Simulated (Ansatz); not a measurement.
Geometry optimisation, Ansatz 0.2.0, RHF/def2-SVP.

The input (input.yaml):

```yaml
crystal:
  periodic: [false, false, false]
  atoms:
    - { symbol: W, position_ang: [0.001043, 0.0, 0.001043] }
    - { symbol: H, position_ang: [0.359747, 0.0, 1.665054] }
    - { symbol: H, position_ang: [1.665054, 0.0, 0.359747] }
    - { symbol: F, position_ang: [-0.208094, 1.794908, -0.208094] }
    - { symbol: F, position_ang: [-1.685473, 0.0, 0.845516] }
    - { symbol: F, position_ang: [-0.208094, -1.794908, -0.208094] }
    - { symbol: F, position_ang: [0.845517, 0.0, -1.685473] }
basis:
  gaussian: { orbitals: def2-SVP }
hamiltonian:
  xc: hf
relax:
  f_tol: 0.03
  max_steps: 50
```

Launched with:

```bash
$ ansatz run input.yaml --threads 1 --pin off --max-ram 2048MiB --backend cpu --events-out ev --progress --plain --runs-dir out
```

Task: Where does it end, and by what steps?

Result: The run converged. After 3 steps the energy has fallen by 0.065 eV; H2 moved furthest, 0.09 Å.

```
step  energy less start (eV)  largest force component (eV/Å)  accepted
   0                  0.0000                           0.862       yes
   1                  0.0471                           0.813        no
   2                 -0.0645                           0.057       yes
   3                 -0.0653                           0.018       yes
```

```xyz
7
Properties=species:S:1:pos:R:3
W -0.006 0.000 -0.006
H 0.408 0.000 1.594
H 1.594 0.000 0.408
F -0.213 1.796 -0.213
F -1.679 0.000 0.878
F -0.213 -1.796 -0.213
F 0.878 0.000 -1.679
```

Whether the end is a true minimum wasn't checked by a vibrational analysis.

Run time: 11 s on 1 thread of Arm Neoverse V2, with other jobs on the host, peak memory 0.19 GiB.
